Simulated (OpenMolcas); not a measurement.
**N2+: terms and fine structure**

| Property | Result |
| --- | --- |
| Program | OpenMolcas |
| Method | MS-CASPT2, IPEA 0.25 Eh, imaginary shift 0.1 Eh (closed shells correlated: 1s) |
| Basis | ANO-RCC-VQZP [5s4p3d2f1g] |
| Scalar Hamiltonian | DKH2, point nucleus |
| Active space | 3 electrons in 8 orbitals (2s 2p 3s 3p) |
| State averaging | 2S+1 = 4 odd, 1 root; 2S+1 = 2 odd, 11 roots; 2S+1 = 4 even, 3 roots; 2S+1 = 2 even, 9 roots |
| Spin-orbit coupling | state interaction with AMFI integrals over the reference wave functions, term energies averaged over their components |

With spin-orbit coupling, above the lowest level:

```csv
Configuration,Term,J,E (cm-1),Measured (cm-1),g,Term weight %
2s2 2p,2P*,1/2,0.0,0.0,0.666,100
2s2 2p,2P*,3/2,170,174,1.334,100
2s 2p2,4P,1/2,56160,,2.671,100
2s 2p2,4P,3/2,56220,57247,1.735,100
2s 2p2,4P,5/2,56320,57328,1.601,100
2s 2p2,2D,3/2,100610,101031,0.800,100
2s 2p2,2D,5/2,100620,101024,1.200,100
2s 2p2,2S,1/2,130790,131004,2.002,100
2s 2p2,2P,1/2,146510,145876,0.666,100
2s 2p2,2P,3/2,146630,145986,1.334,100
2p3,4S*,3/2,185900,186797,2.002,100
2p3,2D*,3/2,203980,203089,0.800,100
2p3,2D*,5/2,203980,203075,1.200,100
2p3,2P*,1/2,230650,230404,0.666,100
2p3,2P*,3/2,230660,230409,1.334,100
```

Against the 13 measured excited levels shown (Moore, Selected Tables of Atomic Spectra, NSRDS-NBS 3, section 5) the mean absolute deviation is 580 cm-1; the largest miss in energy is 2s 2p2 4P 3/2: computed 56220, measured 57247 cm-1 (-1.8 %), and the largest in proportion 2s2 2p 2P* 3/2 (-2.4 %).

Spin-orbit coupling puts the lowest level 113 cm-1 below the lowest spin-free term.

CASPT2 does not keep the components of a term degenerate, so their means are used; among the terms shown or strongly mixed into the levels shown the widest spread is 370 cm-1 (2p3 2D*). Active for correlation alone: 3p 3s; no level in the range computed is led by a configuration that fills them, so any true level of that kind is missing. Measured partners are found by configuration, term and J. A level has none where our copy of the source lacks it or the pairing is in doubt (some pairs that miss far off the trend of their configuration count as doubtful), and it then counts in no deviation. Only configurations of the active space appear. The first state left out of the spin-orbit step lies near 300000 cm-1 above the lowest spin-free state of the reference (among the parities and spins computed), and the list stops at four fifths of that energy or lower.

The term weight is that of the spin-free term in the level, not the purity of its configuration. * marks odd parity.
